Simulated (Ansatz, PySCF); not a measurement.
W(NH)(F)2(Cl)2 (Cl2F2HNW), SMILES [NH]=[W]([F])([F])([Cl])[Cl], multiplicity 1. Atoms are numbered in the order given.

```xyz
7

W     -0.0448     0.1832     0.0000
N     -1.7599     0.4786     0.0000
H     -2.7592     0.6714     0.0000
F      0.4004     1.9782     0.0000
F      1.8624    -0.0476     0.0000
Cl    -0.0580    -1.0280     1.9150
Cl    -0.0580    -1.0280    -1.9150
```

Coordinates come from a PBE0-D3(BJ)/def2-SVP optimisation. The spin state was assumed, not searched. The structure was generated by enumeration; whether it is a known compound was not checked. The def2 effective core potentials stand for the cores of W; spin–orbit coupling is left out.

Vertical ionisation energy (IE) and electron affinity (EA) in eV. Rows of orbital energies are one-electron estimates. Where ΔSCF, EOM or ADC give a negative EA the extra electron is unbound and the value depends on the basis.

| level | IE | EA |
|---|---|---|
| −ε(HOMO), −ε(LUMO), B3LYP/def2-TZVP (PySCF) | 8.77 | 3.56 |
| −ε(HOMO), −ε(LUMO), PBE/def2-TZVP (PySCF) | 7.63 | 4.02 |
| ΔSCF, CAM-B3LYP/def2-SVPD (Ansatz), final states of multiplicity 2 and 2 | 11.30 | 1.98 |
| ΔSCF, PBE/def2-SVPD (Ansatz), final states of multiplicity 2 and 2 | 10.63 | 1.38 |

Q: What vertical singlet–triplet gap does ΔSCF give with CAM-B3LYP/def2-SVPD (Ansatz, a program for electronic structure) and with PBE/def2-SVPD (Ansatz)? (An estimate is asked for; the answer gives what the named calculation found.)

A: 3.57 and 3.62 eV (triplet above singlet where positive).
